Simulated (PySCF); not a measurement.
Gas-phase reaction: 3 SnBr4 + O3 ⇌ 3 SnO + 6 Br2

Method: PySCF energies plus ideal-gas RRHO corrections (1 bar). † marks an energy on the PBE0/def2-TZVP geometry and frequencies. All species are closed-shell singlets. B3LYP is the form with VWN-RPA correlation. Sn: scalar-relativistic def2 core potential, no spin-orbit coupling. Br: all electrons, no relativistic terms. Strong static correlation: O3.

M06-2X/def2-TZVP† gives ΔH°(298 K) = 1220 kJ.

What do B3LYP/def2-TZVP†, PBE0/def2-QZVP†, BLYP/def2-TZVP† give?

B3LYP/def2-TZVP†: 958 kJ; PBE0/def2-QZVP†: 1121 kJ; BLYP/def2-TZVP†: 827 kJ. For scale, ΔH°(298 K) is 1220 kJ at this level, 1139 kJ at ωB97M-V/def2-TZVP†, and runs from 589 to 1257 kJ over the 17 levels computed.
